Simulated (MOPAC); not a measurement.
MOPAC input (PM7):

```
PM7 FORCE THERMO(298,298) PRECISE LET CHARGE=-1 GEO-OK AUX(PRECISION=9) THREADS=1
CH6FSi2

F    -1.56009646 1   -0.57013920 1    1.49339517 1
Si   -1.19665219 1   -0.30643649 1   -0.07209132 1
C     0.16543570 1    0.68691127 1   -0.35150194 1
Si    1.87311868 1    0.29372180 1   -0.50754602 1
H    -1.10704172 1   -1.66541738 1   -0.61260186 1
H    -2.42725099 1    0.30543039 1   -0.58088107 1
H    -0.02847251 1    1.77157996 1   -0.35572311 1
H     2.67801366 1    0.66047434 1    0.66206196 1
H     2.16123602 1   -1.11791269 1   -0.74632376 1
H     2.50019921 1    1.02105643 1   -1.61380936 1
```

Output:

```
 *******************************************************************************
 **                                                                           **
 **                              MOPAC v23.2.5                                **
 **                                                                           **
 *******************************************************************************
 ** MOPAC's Digital Object Identifier: https://doi.org/10.5281/zenodo.6511958 **
 **                                                                           **
 ** Please cite the open-source release paper for use of this MOPAC version:  **
 ** J. E. Moussa and J. J. P. Stewart (2026)                                  **
 ** MOPAC: An open-source semiempirical molecular orbital program             **
 ** J. Open Source Softw., 11(119), 8025, https://doi.org/10.21105/joss.08025 **
 *******************************************************************************

                              PM7 CALCULATION RESULTS

 *******************************************************************************
 *  PM7        - The PM7 Hamiltonian to be used
 *  GEO-OK     - OVERRIDE INTERATOMIC DISTANCE AND OTHER SAFETY CHECKS
 *
 *
 *
 *                 CHARGE ON SYSTEM = -1
 *
 *
 *
 *  LET        - OVERRIDE SOME SAFETY CHECKS
 *  PRECISE    - TIGHTER CRITERIA TO BE USED
 *  FORCE      - FORCE CALCULATION SPECIFIED
 *  AUX        - OUTPUT AUXILIARY INFORMATION
 *  THERMO     - THERMODYNAMIC QUANTITIES TO BE CALCULATED
 *******************************************************************************
PM7 FORCE THERMO(298,298) PRECISE LET CHARGE=-1 GEO-OK AUX(PRECISION=9) THREADS=1
 CH6FSi2

   ATOM   CHEMICAL          X               Y               Z
  NUMBER   SYMBOL      (ANGSTROMS)     (ANGSTROMS)     (ANGSTROMS)

     1       F         -1.56009646  *  -0.57013920  *   1.49339517  *
     2      Si         -1.19665219  *  -0.30643649  *  -0.07209132  *
     3       C          0.16543570  *   0.68691127  *  -0.35150194  *
     4      Si          1.87311868  *   0.29372180  *  -0.50754602  *
     5       H         -1.10704172  *  -1.66541738  *  -0.61260186  *
     6       H         -2.42725099  *   0.30543039  *  -0.58088107  *
     7       H         -0.02847251  *   1.77157996  *  -0.35572311  *
     8       H          2.67801366  *   0.66047434  *   0.66206196  *
     9       H          2.16123602  *  -1.11791269  *  -0.74632376  *
    10       H          2.50019921  *   1.02105643  *  -1.61380936  *

          CARTESIAN COORDINATES

    NO.       ATOM           X           Y           Z

     1         F         -1.5601     -0.5701      1.4934
     2        Si         -1.1967     -0.3064     -0.0721
     3         C          0.1654      0.6869     -0.3515
     4        Si          1.8731      0.2937     -0.5075
     5         H         -1.1070     -1.6654     -0.6126
     6         H         -2.4273      0.3054     -0.5809
     7         H         -0.0285      1.7716     -0.3557
     8         H          2.6780      0.6605      0.6621
[...]

 VIBRATION         20   20A           ATOM PAIR      ENERGY CONTRIBUTION    RADIAL
 FREQUENCY          2278.86         Si 4 -- H 10         +64.1% ( 80.3%)     98.8%
 TRANSITION DIPOLE   0.4705         Si 4 -- H  8         +20.7% ( 45.7%)     92.4%
 TRAVEL (Ang.)       0.2461         Si 4 -- H  9         +14.8% ( 38.6%)     94.6%
 REDUCED MASS        0.4885         Si 2 -- Si 4          +0.2% (  4.4%)     41.4%
 EFFECTIVE MASS      1.3326
 FORCE CONSTANT      1.4948

 VIBRATION         21   21A           ATOM PAIR      ENERGY CONTRIBUTION    RADIAL
 FREQUENCY          2298.49         Si 4 -- H  9         +34.8% ( 59.2%)     99.9%
 TRANSITION DIPOLE   0.1332         Si 2 -- H  6         +33.4% ( 58.1%)     98.8%
 TRAVEL (Ang.)       0.3130         Si 2 -- H  5         +25.1% ( 50.3%)     98.0%
 REDUCED MASS        0.2995         Si 4 -- H 10          +3.7% ( 19.3%)     84.6%
 EFFECTIVE MASS      1.3221
 FORCE CONSTANT      0.9321

 VIBRATION         22   22A           ATOM PAIR      ENERGY CONTRIBUTION    RADIAL
 FREQUENCY          2298.90         Si 4 -- H  9         +49.3% ( 70.3%)     99.9%
 TRANSITION DIPOLE   0.3271         Si 2 -- H  6         +21.4% ( 46.3%)     98.5%
 TRAVEL (Ang.)       0.2960         Si 2 -- H  5         +21.1% ( 46.0%)     98.4%
 REDUCED MASS        0.3347         Si 4 -- H 10          +4.3% ( 20.7%)     80.9%
 EFFECTIVE MASS      1.2941
 FORCE CONSTANT      1.0423

 VIBRATION         23   23A           ATOM PAIR      ENERGY CONTRIBUTION    RADIAL
 FREQUENCY          2306.27         Si 2 -- H  5         +54.1% ( 73.2%)     98.5%
 TRANSITION DIPOLE   0.2688         Si 2 -- H  6         +45.4% ( 67.0%)     97.9%
 TRAVEL (Ang.)       0.2425         Si 2 -- Si 4          +0.1% (  3.5%)     36.4%
 REDUCED MASS        0.4973         Si 2 -- C  3          +0.1% (  3.4%)     43.8%
 EFFECTIVE MASS      1.2029
 FORCE CONSTANT      1.5585

 VIBRATION         24   24A           ATOM PAIR      ENERGY CONTRIBUTION    RADIAL
 FREQUENCY          2697.27         C  3 -- H  7         +98.8% ( 99.9%)    100.0%
 TRANSITION DIPOLE   0.5093         C  3 -- Si 4          +0.6% (  7.6%)     11.9%
 TRAVEL (Ang.)       0.1638         Si 2 -- C  3          +0.6% (  7.6%)     14.4%
 REDUCED MASS        0.9322
 EFFECTIVE MASS      1.3422
 FORCE CONSTANT      3.9960

      SYMMETRY NUMBER FOR POINT-GROUP C1  =  1

          SYSTEM IS A GROUND STATE

 CH6FSi2

          MOLECULE IS NOT LINEAR

          THERE ARE 24 GENUINE VIBRATIONS IN THIS SYSTEM
          THIS THERMODYNAMICS CALCULATION IS LIMITED TO
          MOLECULES WHICH HAVE NO INTERNAL ROTATIONS

                    CALCULATED THERMODYNAMIC PROPERTIES
                                          *
   TEMP. (K)   PARTITION FUNCTION   H.O.F.    ENTHALPY  HEAT CAPACITY ENTROPY
                                   KCAL/MOL   CAL/MOLE    CAL/K/MOL  CAL/K/MOL

 298.00  VIB.     0.2757D+02                  2280.9806    16.4601    14.2453
         ROT.     0.1334D+06                   888.2803     2.9808    26.4313
         INT.     0.3676D+07                  3169.2609    19.4409    40.6766
         TRA.     0.8702D+27                  1480.4672     4.9680    39.5067
         TOT.                     -113.648    4649.7280    24.4090    80.1833

   *: NOTE: HEATS OF FORMATION ARE RELATIVE TO THE
            ELEMENTS IN THEIR STANDARD STATE AT 298K
              (=  Standard Enthalpy of Formation).

            Hvib:  Zero-point energy is not included.
                   frequencies of less than zero cm-1 are not included.
            Hrot = (3/2)RT
            Htra = (3/2)RT + pV = (5/2)RT

            Heat capacity is Cp, not Cv

          For more information, see: HTTP://OpenMOPAC.net/Manual/thermochemistry.html

           FORCE CONSTANT IN CARTESIAN COORDINATES (Millidynes/A)

    ATOM   CHEMICAL       X               Y               Z
   NUMBER   SYMBOL  FORCE CONSTANT  FORCE CONSTANT  FORCE CONSTANT

      1       F        4.452441        0.366852        0.338849
      2      Si        5.484199        5.356017        5.312880
      3       C        2.205813        4.842224        5.009209
      4      Si        4.662859        4.875494        5.093410
      5       H        0.538297        1.231938        1.992373
      6       H        0.534069        1.019437        2.198510
      7       H        0.330363        1.210882        3.420809
      8       H        1.305953        1.939861        0.337762
      9       H        0.293750        0.881043        2.494963
     10       H        2.482167        0.744808        0.387013

 **********************
 *                    *
 * JOB ENDED NORMALLY *
 *                    *
 **********************

 == MOPAC DONE ==
```

The dipole moment of an ion depends on the origin.
